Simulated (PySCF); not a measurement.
PySCF input:

```python
from pyscf import gto, scf, dft

mol = gto.M(
    atom='''
    Si    0.02753975    1.03862246    0.71309319
    H    -0.36034013    2.35242851    0.12511369
    Si   -0.00151251   -0.91693400   -0.54917638
    H     0.92469477   -0.82780926   -1.70569212
    H    -1.36482314   -1.21305851   -1.05615390
    H     0.43608710   -2.01519925    0.34189710
    ''',
    basis='def2-tzvpd',
    charge=0,
    spin=2,
    verbose=4,
)

mf = dft.UKS(mol, xc='bp86').density_fit(auxbasis='def2-universal-jkfit')
mf.grids.level = 3
mf.conv_tol = 1e-9
mf.max_cycle = 100
mf.max_memory = 1500
mf.kernel()
if not mf.converged:
    mf = mf.newton()
    mf.kernel(mf.make_rdm1())
for _ in range(2):
    mo, _, stable, _ = mf.stability(return_status=True)
    if stable:
        break
    mf.kernel(mf.make_rdm1(mo, mf.mo_occ))
mf.analyze()
```

Q: Which total energy does the run end on?

A: -581.36201 Eh (BP86/def2-TZVPD).

This is an excited triplet: at this geometry the singlet lies 0.18 eV lower at RI-MP2/CBS(aug-cc-pV(T+d)Z,aug-cc-pV(Q+d)Z)+[CCSD(T)-MP2]/aug-cc-pV(T+d)Z.
